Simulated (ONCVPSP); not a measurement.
# Ta (Z = 73): one change to an ONCV potential, before and after

ONCVPSP 4.0.1 input, shortened (lines: element, Z, core and valence counts, functional; n l f; lmax; l rc ep ncon nbas qcut; lloc lpopt rc5 dvloc0; l nproj debl; icmod fcfact rcfact), PBE, scalar-relativistic:

```
  Ta 73.00    9    5        4      upf
    1    0    2.00
    2    0    2.00
    2    1    6.00
    3    0    2.00
    3    1    6.00
    3    2   10.00
    4    0    2.00
    4    1    6.00
    4    2   10.00
    4    3   14.00
    5    0    2.00
    5    1    6.00
    5    2    3.00
    6    0    2.00
    3
    0    1.75    0.00    4    9    8.30
    1    1.40    0.00    4    8    5.70
    2    2.75    0.00    5    9    6.60
    3    0.85    0.00    4    9   18.50
    4    5    0.75   -1.00
    0    2    2.00
    1    3    0.50
    2    2    3.50
    3    1    0.30
    3    3.00    1.20
```

In the p channel the program set the typed energies aside and used -1.448, 0.250, 0.750 Ha.

All-electron outer shells of the reference configuration (PBE, scalar-relativistic, ld1.x):

| shell | level (eV) | outermost node (bohr) | outermost maximum (bohr) |
| --- | --- | --- | --- |
| 4d | -222.19 | 0.22 | 0.46 |
| 5s | -73.00 | 0.54 | 0.98 |
| 5p | -39.40 | 0.58 | 1.13 |
| 4f | -24.70 | – | 0.44 |
| 6s | -5.44 | 1.32 | 2.78 |
| 5d | -3.59 | 0.65 | 1.58 |

Change: core correction Teter function, fcfact 3, rcfact 1.9.

Cutoffs: the cutoffs (Ha) at which the residual kinetic energy of the hardest occupied pseudo-wave falls to 1 and 0.1 mHa per electron; they do not see the model core or the augmentation charge, which bear on the density cutoff. Errors are all-electron minus pseudo energies relative to the spin-unpolarised reference configuration.

Q: What does the change do?

A: The potential gets neither clearly harder nor softer (160 Ha and 266 Ha → 160 Ha and 266 Ha); both files keep a bound ghost (s); of the 4 tests that both files solve, the error grows in 3 and shrinks in 0 by more than 15 % and 0.3 meV (median size 10.6 → 17.0 meV). A model core, the more so a compact one, raises the density cutoff, which this test does not measure.

| quantity | base | changed |
| --- | --- | --- |
| cutoff, loose | 160 Ha | 160 Ha |
| cutoff, tight | 266 Ha | 266 Ha |
| bound ghosts | s | s |
| GHOST(+) flags under 300 eV | p at 176.8 eV | p at 176.8 eV |
| error for 4f14 5s2 5p6 5d3 6s1, meV [ΔE 8.47 eV] | -3.4 | -4.2 |
| error for 4f14 5s2 5p6 5d3 6s0, meV [ΔE 23.44 eV] | -10 | -15 |
| error for 4f14 5s2 5p6 5d2 6s0, meV [ΔE 47.04 eV] | -11 | -19 |
| error for 4f13 5s2 5p6 5d4 6s2, meV [ΔE 24.82 eV] | -218 | -239 |
| s: phases at 1.78 bohr within 0.05 rad from the reference energy up to (Ha; the scan ends near 5) | to the end of the scan | to the end of the scan |
| p: phases at 1.42 bohr within 0.05 rad from the reference energy up to (Ha; the scan ends near 5) | to the end of the scan | to the end of the scan |
| d: phases at 2.78 bohr within 0.05 rad from the reference energy up to (Ha; the scan ends near 5) | to the end of the scan | to the end of the scan |
| f: phases at 0.86 bohr within 0.05 rad from the reference energy up to (Ha; the scan ends near 5) | 4.4 | 4.4 |
| rms error of d²Exc/dni dnj with the model core, mHa | 2.88 | 3.53 |

 A true bound ghost makes a file unfit for plane-wave use even where its test errors are small: the radial tests pick states by their node count and pass the ghost by.
